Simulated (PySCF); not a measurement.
# TDDFT excited states: C2H11AlOSSi

Species: C2H11AlOSSi.
SMILES: `C[S@+]([AlH3-])CO[SiH3]`

Level of theory: PySCF 2.14.0, density-fitted response routines, TDDFT CAM-B3LYP/def2-SVPD, vertical, gas phase, core orbitals frozen in the response. Isolated species at its PBE0-D3(BJ)/def2-SVP geometry (one conformer only). Torsions of this conformer, `[CH3:1][S@+:2]([AlH3-:3])[CH2:4][O:5][SiH3:6]`: C1–S2–C4–O5 -64°, S2–C4–O5–Si6 -64°.

**Question.** List the vertical singlet excitations with oscillator strengths and describe the spectrum.

**Answer.** 

```csv
state,E (eV),E (kJ/mol),λ (nm),f,"main configurations (H = HOMO, L = LUMO)"
S1,6.56,633,188.9,0.010,H-2→L+1 (61%)
S2,6.72,648,184.6,0.0016,"H→L+2 (30%), H→L+3 (21%), H→L (19%)"
S3,6.82,658,181.8,0.0001,"H-1→L+2 (29%), H-1→L+3 (22%), H-1→L (16%)"
S4,7.21,695,172.1,0.0040,H→L+1 (58%)
S5,7.32,707,169.3,0.0037,"H-3→L (51%), H-1→L+1 (12%), H-2→L (8%)"
S6,7.37,711,168.2,0.014,"H-1→L+1 (47%), H-3→L (17%)"
S7,7.47,721,165.9,0.240,"H-2→L (66%), H-1→L+1 (9%)"
S8,7.57,731,163.7,0.103,"H→L+3 (31%), H→L+4 (28%), H→L+2 (8%)"
S9,7.60,733,163.2,0.041,"H-1→L+4 (36%), H-1→L+3 (16%), H-1→L+2 (10%)"
S10,7.64,737,162.4,0.050,"H-2→L+2 (26%), H-2→L+4 (18%), H→L+3 (10%)"
```

Triplets, Tamm–Dancoff:

```csv
state,E (eV),λ (nm),"main configurations (H = HOMO, L = LUMO)"
T1,6.06,204.6,H-2→L+1 (57%)
T2,6.24,198.6,"H→L+2 (27%), H→L+3 (21%), H→L+5 (17%)"
T3,6.32,196.1,"H-1→L+2 (28%), H-1→L+3 (23%), H-1→L+5 (14%)"
T4,6.75,183.7,"H-2→L+4 (20%), H-2→L (20%), H-2→L+6 (8%)"
```

The lowest singlet lies at 6.56 eV (189 nm, vacuum ultraviolet) and is weak; its leading configuration is HOMO-2→LUMO+1 (61%). The most intense listed level is S7 at 7.47 eV (166 nm, f = 0.240), 0.91 eV above S1. Löwdin shares by element: HOMO hydrogen 55% or more, aluminium 36%; LUMO silicon 29%, hydrogen 17% or more, oxygen 11% (atoms not listed hold the other 43%). Of the 10 states listed, 6 reach f = 0.01 and 1 stays under 0.0005. Weighted by f, the mean energy of these states is 7.49 eV. The listed states span 1.07 eV, and the widest gap between neighbours is 0.39 eV (S3 to S4). The vertical ionisation energy (ΔSCF) is 10.24 eV, 2.61 eV above S10. Only the lowest 10 singlets were computed, as vertical energies without vibronic structure.
